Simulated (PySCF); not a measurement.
The same groups moved round the core (propene chloro+silyl). All species are isolated molecules in the gas phase. One relaxed conformer stands for each flexible species; it need not be the lowest. Strings in code marks are SMILES.

The vertical ionisation energy (Delta-SCF) from two functionals at the same geometries (CAM-B3LYP-D3(BJ)/def2-TZVP), both in PySCF: PBE-D3(BJ)/def2-TZVP and TPSSh-D3(BJ)/def2-TZVP. Delta-SCF ions had no search for a lower state. 

| species | TPSSh-D3(BJ)/def2-TZVP (eV) |
|---|---|
| `[SiH3]/C=C(/Cl)C` | 9.25 |
| `C(/Cl)=C(/[SiH3])C` | 9.15 |
| `C/C=C(/[SiH3])Cl` | 9.18 |
| `C/C=C(\[SiH3])Cl` | 9.06 |

Task: What does PBE-D3(BJ)/def2-TZVP give for each?

Result: 
- `[SiH3]/C=C(/Cl)C`: 9.16
- `C(/Cl)=C(/[SiH3])C`: 9.08
- `C/C=C(/[SiH3])Cl`: 9.10
- `C/C=C(\[SiH3])Cl`: 8.99
Over these rows, drawn at random from the members with no instability flagged (it was tested for open shells, ions and some series alone), PBE minus TPSSh-D3(BJ): mean -0.08 eV, from -0.09 eV to -0.07 eV.
